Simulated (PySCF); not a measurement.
Geometry (Å), atoms numbered from 1 in this order:
```xyz
16

C     2.2339   -1.2622    0.0965
C     1.2304   -0.5715   -0.4493
C     0.2266    0.2391    0.3046
Ge    0.6318    2.1752    0.1549
O    -1.0819    0.1066   -0.1941
C    -1.6496   -1.1523    0.0328
H     2.9688   -1.7830   -0.5222
H     2.3634   -1.3211    1.1825
H     1.1241   -0.5328   -1.5415
H     0.2677   -0.0232    1.3828
H     0.6326    2.5727   -1.3312
H    -0.4435    2.9758    0.9104
H     2.0188    2.4537    0.7656
H    -1.7208   -1.3781    1.1151
H    -1.0706   -1.9639   -0.4461
H    -2.6631   -1.1409   -0.3915
```

Geometry: PBE0-D3(BJ)/def2-SVP; GIAO absolute shieldings from PySCF 2.14.0 with density-fitted response routines, gas phase, non-relativistic, averaged over equivalent atoms.

At PBE0/pcSseg-1 (176 basis functions, 24 s wall time on 1 thread of an x86-64 server CPU, shared host):
| atoms | σ (ppm) |
| --- | --- |
| C2 | 34.8 |
| C1 | 62.4 |
| C3 | 106.0 |
| C6 | 125.4 |
| Ge4 | 1537.2 |
| O5 | 305.0 |
| H9 | 25.11 |
| H8 | 25.86 |
| H7 | 25.95 |
| H11/H12/H13 | 27.39 |
| H10 | 27.54 |
| H14/H15/H16 | 28.03 |

Problem. What do these become at B3LYP/pcSseg-1?

Solution. 
```tsv
atoms	σ at B3LYP/pcSseg-1	change
C2	28.5	-6.3
C1	58.2	-4.2
C3	98.0	-8.0
C6	119.2	-6.2
Ge4	1506.7	-30.5
O5	297.0	-8.0
H9	25.31	+0.20
H8	26.09	+0.23
H7	26.19	+0.24
H11/H12/H13	27.54	+0.15
H10	27.67	+0.13
H14/H15/H16	28.10	+0.07
```

The largest change is at Ge4 (germanium bonded to C, 3 H). Cost: 176 basis functions, 18 s wall time on 1 thread of an x86-64 server CPU, shared host. The order of the carbon signals is the same at both levels.

Relativistic effects, spin–orbit coupling among them, are left out; they matter for Ge and for the light atoms bonded to it.
